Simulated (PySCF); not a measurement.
Computed shifts of a molecule CH₇ClSi₂, PBE/pcSseg-1 (PySCF), GIAO, gas phase, atoms alike by connectivity averaged where their shifts nearly agree, in ppm (number of nuclei): ²⁹Si: -13.5 (1), -71.1 (1). ¹³C: -9.8 (1). ¹H: 5.68 (2), 4.26 (2), 0.73 (3). References: ²⁹Si against TMS (σ = 335.4 ppm); ³⁵Cl against HCl (σ = 936.5 ppm); ¹³C against TMS (σ = 182.0 ppm); ¹H against TMS (σ = 31.49 ppm), references at their B3LYP-D3(BJ)/def2-TZVP geometries, non-relativistic (without spin–orbit terms, shifts of atoms bonded to Cl or Br come out too high). Geometry: B3LYP-D3(BJ)/def2-SVP. The values are those of a single conformer.

### Question
Which structure fits?
(A) [SiH3]C[SiH2]Cl
(B) C[Si@@H]([SiH3])Cl
(C) C[SiH2][SiH2]Cl

### Answer
C, C[SiH2][SiH2]Cl
